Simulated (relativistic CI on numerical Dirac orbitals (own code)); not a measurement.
# Charge states of zirconium

Calculated at this level of theory: Dirac-Coulomb-Breit CI, KLI orbitals optimised for each configuration, QED by a radiative potential, valence Slater integrals scaled by 0.9 (own radial code, finite nucleus).

Each species is treated in one configuration, given outside its closed core. Radial values are for the open shell of highest l, unscaled and averaged over j; ζ includes the Breit term. Labels give the leading LS character, summed over repeated terms.

| Ion | Configuration | Its lowest level | LS weight (%) | ⟨r⟩ (bohr) | ⟨r²⟩ (bohr²) | ζ (cm⁻¹) | g_J | g√(J(J+1)) |
| --- | --- | --- | --- | --- | --- | --- | --- | --- |
| Zr²⁴⁺ | 3s²3p⁴ | ³P2 | 80 | 0.3947 | 0.1796 | 101500 | 1.396 | 3.42 |
| Zr²⁵⁺ | 3s²3p³ | ⁴S°3/2 | 53 | 0.3907 | 0.1759 | 104000 | 1.596 | 3.09 |
| Zr²⁶⁺ | 3s²3p² | ³P0 | 82 | 0.3868 | 0.1724 | 106500 |  | 0.00 |
| Zr²⁷⁺ | 3s²3p | ²P°1/2 | 100 | 0.383 | 0.169 | 109100 | 0.662 | 0.57 |
| Zr²⁸⁺ | 3s² | ¹S0 | 100 |  |  |  |  | 0.00 |
| Zr²⁹⁺ | 3s | ²S1/2 | 100 | 0.3881 | 0.1712 |  | 1.998 | 1.73 |
| Zr³⁰⁺ | 2s²2p⁶ | ¹S0 | 100 |  |  |  |  | 0.00 |
| Zr³¹⁺ | 2s²2p⁵ | ²P°3/2 | 100 | 0.1366 | 0.02264 | 474700 | 1.325 | 2.57 |
| Zr³²⁺ | 2s²2p⁴ | ³P2 | 75 | 0.135 | 0.0221 | 487300 | 1.366 | 3.35 |
| Zr³³⁺ | 2s²2p³ | J = 3/2 (mixed) | 40 | 0.1336 | 0.02159 | 500200 | 1.456 | 2.82 |
| Zr³⁴⁺ | 2s²2p² | ³P0 | 76 | 0.1321 | 0.02111 | 513300 |  | 0.00 |
| Zr³⁵⁺ | 2s²2p | ²P°1/2 | 100 | 0.1307 | 0.02065 | 526700 | 0.653 | 0.57 |
| Zr³⁶⁺ | 2s² | ¹S0 | 100 |  |  |  |  | 0.00 |
| Zr³⁷⁺ | 2s | ²S1/2 | 100 | 0.1501 | 0.02641 |  | 1.989 | 1.72 |
| Zr³⁸⁺ | 1s² | ¹S0 | 100 |  |  |  |  | 0.00 |
